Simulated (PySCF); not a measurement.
**Dipole response of Be²⁺ (beryllium, charge +2)**

1s2, closed-shell 1S. All numbers are calculated (PySCF 2.14, the spin-free X2C one-electron Hamiltonian (Gaussian nucleus), in aug-cc-pVDZ-DK (4s3p2d, 23 functions)). Coupled (time-dependent) response in atomic units; α is the mean over directions. A double-zeta set is small for polarisabilities.

| method | mean α (bohr³) | C₆ (like pair) | S(−4) |
| --- | --- | --- | --- |
| UHF | 0.01986 | 0.001386 | 0.0009070 |
| PBE | 0.02418 | 0.001901 | 0.001291 |
| PBE0 | 0.02285 | 0.001735 | 0.001168 |
| PBEsol | 0.02465 | 0.001961 | 0.001335 |

S(−4) is the Cauchy moment in α(ω) = α(0) + S(−4) ω² + …

α(iu) at PBE:

```
u (hartree)  α(iu) (bohr³)
          0        0.02418
     0.0500        0.02418
      0.100        0.02417
      0.200        0.02413
      0.300        0.02407
      0.500        0.02387
      0.750        0.02348
       1.00        0.02296
       1.50        0.02159
       2.00        0.01993
       3.00        0.01634
       5.00        0.01038
```

A single London oscillator, α(iu) = α/(1 + u²/ω²), gives C₆ = (3/4) ω α². Matching the computed C₆ needs ω = 4 × 0.001901 / (3 × 0.02418²) = 4.34 hartree.

For an ion, C₆ is the dispersion term alone; charge-induced terms of lower order in 1/R come first.
